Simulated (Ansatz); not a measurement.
A nudged elastic band was laid between two geometries of C2H8BNO (13 atoms, charge 0, multiplicity 1).

These are results of RKS BLYP-D4/def2-SVP (Ansatz 0.2.0), not measurements.

- movable images: 7
- climbing image: yes
- spring: 5.0 eV/Å²
- optimiser: quadratic models (default)
- start path: IDPP
- force threshold: 0.03 eV/Å
- iteration limit: 60
- end points: relaxed

First end point:

```xyz
13
Properties=species:S:1:pos:R:3
B -1.271 1.934 0.925
N -0.627 0.701 1.085
C 0.367 0.119 0.213
O -0.191 -1.017 -0.435
C 0.750 -1.712 -1.236
H -2.112 2.263 1.733
H -0.956 2.642 -0.010
H -0.901 0.075 1.849
H 0.687 0.893 -0.524
H 1.272 -0.192 0.797
H 0.232 -2.585 -1.676
H 1.148 -1.079 -2.066
H 1.623 -2.078 -0.640
```

Last end point:

```xyz
13
Properties=species:S:1:pos:R:3
B -0.769 1.770 0.520
N -0.371 0.530 1.035
C 0.826 -0.232 0.688
O 0.543 -1.458 0.038
C 0.045 -1.311 -1.289
H -1.816 2.255 0.895
H -0.050 2.327 -0.284
H -0.975 0.033 1.700
H 1.470 0.428 0.062
H 1.381 -0.517 1.606
H -0.096 -2.329 -1.698
H -0.930 -0.774 -1.320
H 0.764 -0.757 -1.938
```

Q: What changes between the two ends?

A: No bond is made or broken. The dihedral H9–C3–O4–C5 goes from 65 to -51°.

Q: What energy profile does the band end with?

A: The forces met the threshold. The highest image is number 4 of 0 to 8, 1.7 kcal/mol above the first end and 3.8 kcal/mol above the last; the last end lies 2.1 kcal/mol below the first. A vibrational analysis at the climbing image gives one clearly imaginary mode, 118i cm⁻¹: a first-order saddle point.

| image | path coordinate (Å) | energy (kcal/mol) | dihedral H9–C3–O4–C5 (°) |
| --- | --- | --- | --- |
| 0 | 0.00 | 0.0 | 65 |
| 1 | 0.46 | 0.2 | 54 |
| 2 | 0.92 | 0.7 | 42 |
| 3 | 1.38 | 1.4 | 27 |
| 4 | 1.84 | 1.7 | 12 |
| 5 | 2.43 | 1.0 | -10 |
| 6 | 3.02 | -0.5 | -29 |
| 7 | 3.61 | -1.7 | -42 |
| 8 | 4.20 | -2.1 | -51 |

Q: What is the geometry of the highest image?

A: 
```xyz
13
Properties=species:S:1:pos:R:3:forces:R:3
B -1.067 1.950 0.641 0.00 0.00 0.00
N -0.633 0.692 1.074 0.00 0.00 0.00
C 0.493 -0.075 0.568 -0.01 0.01 0.00
O 0.037 -1.299 0.001 0.01 -0.01 0.01
C 0.554 -1.599 -1.286 0.00 0.01 -0.01
H -2.048 2.441 1.157 0.00 0.00 0.00
H -0.440 2.518 -0.230 0.00 -0.01 0.00
H -1.158 0.190 1.798 0.00 0.00 0.00
H 1.024 0.554 -0.177 0.00 0.00 0.00
H 1.200 -0.310 1.400 -0.01 0.00 0.00
H 0.086 -2.547 -1.615 0.00 0.00 0.00
H 0.310 -0.807 -2.035 0.00 0.00 0.00
H 1.661 -1.742 -1.282 0.00 0.00 0.00
```

Q: What are the harmonic wavenumbers there?

A: 118i, 86, 189, 298, 380, 399, 528, 791, 869, 924, 968, 972, 1074, 1128, 1137, 1159, 1187, 1258, 1290, 1378, 1416, 1429, 1439, 1452, 1487, 2499, 2586, 2878, 2894, 2932, 2981, 3037, 3462 cm⁻¹.

Time of the run: 96 s on 2 threads of Arm Neoverse V1, on a shared host, peak memory 0.14 GiB.
